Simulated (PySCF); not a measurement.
Computed shifts of a molecule C₃H₇NSi, PBE/pcSseg-1 in PySCF, GIAO, gas phase, atoms alike by connectivity averaged where their shifts nearly agree, in ppm (number of nuclei): ¹³C: 195.9 (1), 42.7 (1), 30.6 (1). ¹⁵N: 499.3 (1). ²⁹Si: -14.6 (1). ¹H: 6.65 (2), 3.74 (2), 2.35 (3). References: ¹³C against TMS (σ = 182.0 ppm); ¹⁵N against NH3 (σ = 267.0 ppm); ²⁹Si against TMS (σ = 335.4 ppm); ¹H against TMS (σ = 31.49 ppm), references at their B3LYP-D3(BJ)/def2-TZVP geometries, non-relativistic. Coordinates come from a PBE0-D3(BJ)/def2-SVP optimisation. Other conformers were not sampled.

Problem. Identify the compound among the candidates.
(A) CC#C[SiH2]N
(B) C=C/C=N/[SiH3]
(C) CC1=NC[SiH2]1
(D) C=C=CN[SiH3]

Solution. C, CC1=NC[SiH2]1
